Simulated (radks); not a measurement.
Excited configurations of Ca II: one electron is placed in a higher orbital outside [Ar]. The ground configuration is [Ar] 4s1. Method: scalar-relativistic Kohn-Sham, PBE, spin-polarised, spherical densities, finite nucleus; open shells are filled with parallel spins first; Fermi nuclear charge, rms radius 3.4776 fm; computed with a radial shooting solver on a logarithmic mesh with Libxc functionals. Excitation = E - E(ground); binding = E(ion) - E, where the ion is the core of charge +2; n* = 2/sqrt(2 binding) in atomic units, and the quantum defect is n - n*.

[
 {"outer orbital": "3d", "excitation (eV)": "1.427", "binding (eV)": "10.611", "n*": "2.265", "quantum defect": "0.735", "eigenvalue (eV)": "-5.952", "<r> (bohr)": "2.361"},
 {"outer orbital": "5s", "excitation (eV)": "6.188", "binding (eV)": "5.850", "n*": "3.050", "quantum defect": "1.950", "eigenvalue (eV)": "-4.673", "<r> (bohr)": "7.347"},
 {"outer orbital": "5d", "excitation (eV)": "8.792", "binding (eV)": "3.245", "n*": "4.095", "quantum defect": "0.905", "eigenvalue (eV)": "-2.544", "<r> (bohr)": "11.78"},
 {"outer orbital": "6p", "excitation (eV)": "9.076", "binding (eV)": "2.962", "n*": "4.287", "quantum defect": "1.713", "eigenvalue (eV)": "-2.394", "<r> (bohr)": "14.12"},
 {"outer orbital": "6d", "excitation (eV)": "9.843", "binding (eV)": "2.195", "n*": "4.979", "quantum defect": "1.021", "eigenvalue (eV)": "-1.761", "<r> (bohr)": "18.32"},
 {"outer orbital": "7p", "excitation (eV)": "10.019", "binding (eV)": "2.019", "n*": "5.192", "quantum defect": "1.808", "eigenvalue (eV)": "-1.657", "<r> (bohr)": "21.07"},
 {"outer orbital": "7f", "excitation (eV)": "10.746", "binding (eV)": "1.291", "n*": "6.492", "quantum defect": "0.508", "eigenvalue (eV)": "-1.052", "<r> (bohr)": "30.98"}
]

The Delta-SCF ionisation energy is 12.038 eV (NIST Atomic Spectra Database: 11.872 eV, measured). Self-interaction in the functional shifts the binding energies and quantum defects, so they are the method's values and not measured ones.
